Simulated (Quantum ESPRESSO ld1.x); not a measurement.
The magnesium ion Mg3+, 9 electrons, occupied as [He] 2s2 2p5. All-electron calculation, scalar-relativistic Kohn-Sham, BLYP, spin-unpolarised, spherical densities, point nucleus. Program: ld1.x of Quantum ESPRESSO 7.5.

Radial electron density D(r) = 4 pi r^2 rho(r):

```
   r/bohr * D(r) (the largest magnitude, 13.2, reaches the edge; | marks zero)
  0.01411 |       *
  0.01808 |           *
  0.02299 |                 *
  0.02945 |                        *
  0.03744 |                                *
   0.0476 |                                         *
    0.061 |                                                 *
  0.07754 |                                                      *
  0.09937 |                                                      *
   0.1263 |                                                *
   0.1619 |                                      *
   0.2058 |                               *
   0.2637 |                             *
   0.3352 |                                  *
   0.4262 |                                         *
   0.5461 |                                         *
   0.6943 |                                 *
   0.8897 |                   *
    1.131 |        *
    1.449 |  *
    1.842 |*
    2.361 *
    3.001 *
```

D(r) has 2 maxima, at r = 0.0867, 0.488 bohr, and minima at 0.243 bohr, inside which lie 2.22 electrons.
